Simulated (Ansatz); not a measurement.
Cartesian coordinates in Å:
```
Li -1.0290 -1.9586 0.0216
N -0.1530 -0.4084 -0.1969
Si -0.4238 0.0048 1.4027
Si 0.6450 0.3871 -1.4570
H -1.2162 -1.2174 1.9096
H 0.7483 0.1009 2.3238
H -1.3059 1.1735 1.6987
H 0.5851 -0.4421 -2.7020
H 2.0962 0.6436 -1.1921
H 0.0532 1.7168 -1.8084
```

Charge 0, multiplicity 1. The bonds changed during the relaxation, so this is another structure than the one it started from.

(1) List the r2SCAN/def2-TZVPP orbital energies in eV (the Gaussian-basis code of Ansatz). (An estimate is asked.)

Results:

(1) The calculation gave: Occupied: -1790.68, -1790.14, -383.18, -141.07, -140.53, -95.98, -95.91, -95.89, -95.40, -95.39, -95.38, -52.82, -19.91, -13.45, -11.81, -9.27, -8.74, -8.65, -7.78, -7.77, -6.25, -5.47. Lowest empty: -1.04, 0.50, 0.53, 0.84, 1.21, 1.67, 1.75, 2.16.
